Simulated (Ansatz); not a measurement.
Consider the hydrogenolysis of the Si–O bond: `O[SiH2][SiH2]F` + H₂ → `F[SiH2][SiH3]` + H₂O.

Calculated with Ansatz (gas phase, PBE0-D4/def2-TZVP geometries, no zero-point term in ΔE). CCSD(T)/CBS adds triple-zeta CCSD(T) − MP2 to the extrapolated MP2 energy (def2 sets, frozen cores). This one scheme is used for every species. Functionals use def2-TZVPP. B3LYP here is the variant with VWN-RPA as its local correlation; programs differ in this. One conformer a species, not always the lowest.

| level | ΔE (kcal/mol) |
| --- | --- |
| PBE0-D4 | 11.6 |
| ωB97X-V | 13.3 |
| B2PLYP | 13.5 |
| r2SCAN | 13.7 |
| B3LYP | 12.7 |
| MP2/def2-TZVPP | 14.4 |
| HF/def2-QZVPP | 12.8 |
| CCSD/CBS(def2) | 12.6 |

Question: What does CCSD(T)/CBS give? (An estimate is asked.)

Answer: Ansatz gave: +12.9 kcal/mol. The listed levels differ from it by -1.3, 0.4, 0.6, 0.8, -0.2, 1.5, -0.1, -0.3 kcal/mol.

Largest T1 diagnostic among the species: 0.012.

The D4 term adds +1.1 kcal/mol with B3LYP and +0.6 kcal/mol with PBE0; it sums over pairs of atoms, weighted by their polarisabilities, and B3LYP, whose exchange is more repulsive, gets the larger term.
